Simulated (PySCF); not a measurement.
Cost of response and excited-state runs on SMILES C[C@@H]1O[C@@H]1OC=O, C$_{4}$H$_{6}$O$_{3}$

Geometry:
```json
{"atom": "C1", "x (Å)": "-1.786", "y (Å)": "0.163", "z (Å)": "0.718"}
{"atom": "C2", "x (Å)": "-1.065", "y (Å)": "-0.085", "z (Å)": "-0.579"}
{"atom": "O3", "x (Å)": "-0.433", "y (Å)": "-1.333", "z (Å)": "-0.762"}
{"atom": "C4", "x (Å)": "0.393", "y (Å)": "-0.239", "z (Å)": "-0.623"}
{"atom": "O5", "x (Å)": "1.106", "y (Å)": "-0.159", "z (Å)": "0.587"}
{"atom": "C6", "x (Å)": "2.400", "y (Å)": "0.130", "z (Å)": "0.523"}
{"atom": "O7", "x (Å)": "3.036", "y (Å)": "0.373", "z (Å)": "-0.456"}
{"atom": "H8", "x (Å)": "-1.893", "y (Å)": "1.234", "z (Å)": "0.876"}
{"atom": "H9", "x (Å)": "-2.774", "y (Å)": "-0.290", "z (Å)": "0.685"}
{"atom": "H10", "x (Å)": "-1.226", "y (Å)": "-0.268", "z (Å)": "1.543"}
{"atom": "H11", "x (Å)": "-1.551", "y (Å)": "0.297", "z (Å)": "-1.474"}
{"atom": "H12", "x (Å)": "0.987", "y (Å)": "0.051", "z (Å)": "-1.485"}
{"atom": "H13", "x (Å)": "2.801", "y (Å)": "0.126", "z (Å)": "1.550"}
```

PySCF with density fitting, on 1 thread of an Intel Xeon 6975P-C, shared host. Command: `OMP_NUM_THREADS=1 python excited_run.py task.json out`

Question: How long does this run take, and how much memory?
- circular dichroism and optical rotation, CAM-B3LYP/def2-SVPD; 8 states

Answer: 
| run | level | basis functions | wall time | peak memory (GiB) |
| --- | --- | --- | --- | --- |
| circular dichroism and optical rotation | CAM-B3LYP/def2-SVPD | 197 | 33 s | 0.89 |

Times from a shared host are rough.
